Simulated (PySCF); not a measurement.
## How ionic is MGe along the halogens?

r²SCAN in PySCF with def2-TZVPPD on every atom (core potentials on I), for the lowest determinant that a PBE0 search found; no spin–orbit coupling. A negative dipole means M(+)Ge(−).

```json
{"M": "F", "state (unpaired electrons)": "doublet (π ↑)", "Re (Å)": "1.756", "μ (D)": "1.65"}
{"M": "Cl", "state (unpaired electrons)": "doublet (π ↑)", "Re (Å)": "2.173", "μ (D)": "1.44"}
{"M": "Br", "state (unpaired electrons)": "doublet (π ↑)", "Re (Å)": "2.325", "μ (D)": "1.35"}
{"M": "I", "state (unpaired electrons)": "doublet (π ↑)", "Re (Å)": "2.524", "μ (D)": "1.02"}
```

Problem. Give the ionic character |μ|/(e·Re) of each, with 1 e·Å = 4.803 D, and the positive end.

Solution. GeF 20 % (Ge positive), GeCl 14 % (Ge positive), GeBr 12 % (Ge positive), GeI 8 % (Ge positive). Lone pairs and polarisation enter μ too, so this number is only a rough measure of charge transfer.

Spin–orbit coupling is left out. States were picked by a PBE0 search and need not be the measured ground states.
